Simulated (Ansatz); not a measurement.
Basis-set series for CH2FNSi, SMILES `FC1=N[SiH2]1`. The species carries charge 0 and has multiplicity 1. The geometry is a stationary point of PBE0-D4/def2-TZVP.

| functional | basis | functions | energy (Eh) | HOMO (eV) | LUMO (eV) |
| --- | --- | --- | --- | --- | --- |
| PBE0-D4 | def2-SVP | 70 | -482.76638 | -7.48 | -0.78 |
| PBE0-D4 | def2-QZVPP | 301 | -483.12194 | -7.60 | -1.21 |
| ωB97M-V | def2-SVP | 70 | -483.01157 | -9.69 | 1.21 |
| ωB97M-V | def2-QZVPP | 301 | -483.37183 | -9.84 | 0.46 |

**Question.** Give the rows for def2-TZVPP. (Estimate.)

**Answer.** Ansatz gave: 
```
functional       basis  functions  energy (Eh)  HOMO (eV)  LUMO (eV)
   PBE0-D4  def2-TZVPP        163   -483.10154      -7.56      -1.12
   ωB97M-V  def2-TZVPP        163   -483.35288      -9.80       0.68
```

Positive LUMOs are unbound and depend on the basis.
